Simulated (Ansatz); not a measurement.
System: H4BSiO, charge 0, multiplicity 2. SMILES: O[B][SiH3]
Coordinates optimised at B3LYP-D3(BJ)/def2-TZVP (Ansatz, a quantum-chemistry and plane-wave program):
```
B
O 1 1.3335
H 2 0.9655 1 115.84
Si 1 2.0127 2 129.38 3 -180.00
H 4 1.4836 1 107.35 2 -121.91
H 4 1.4836 5 108.23 1 115.59
H 4 1.4897 5 108.43 6 117.42
```
Charge 0, spin multiplicity 2.

Wanted: size of the dipole moment, in D. Conventions: dispersion terms only where a functional's name holds one; UHF or UKS for open shells; LANL2DZ with its own core potentials from Na on; six Cartesian d functions in 6-31G* and its kin unless marked 5d; 6-311+G** with 5d, 6d on Na to Ar in Ansatz; non-relativistic; spin-orbit terms left out. Ab initio and DFT rows: single points at B3LYP-D3(BJ) geometries (Ansatz).

| level | program | size of the dipole moment (D) |
|---|---|---|
| B3LYP/STO-3G | Ansatz | 2.16 |
| B3LYP/3-21G | Ansatz | 2.20 |
| B3LYP/LANL2DZ | Ansatz | 1.83 |
| B3LYP/6-31G | Ansatz | 2.08 |
| B3LYP/6-31G* | Ansatz | 2.12 |
| B3LYP/6-31+G* | Ansatz | 1.91 |
| B3LYP/6-31G** | Ansatz | 2.10 |
| B3LYP/def2-SVP | Ansatz | 2.09 |
| B3LYP/cc-pVDZ | Ansatz | 2.03 |
| B3LYP/6-311+G** | Ansatz | 1.82 |

No value to compare with is used here. The 10 habitual levels span 1.82 (B3LYP/6-311+G**) to 2.20 D (B3LYP/3-21G).

The sets are all those run for this method; left out are runs that failed, that the program found above a lower state of the same kind, or whose <S^2> lies over 0.5 above the pure value.
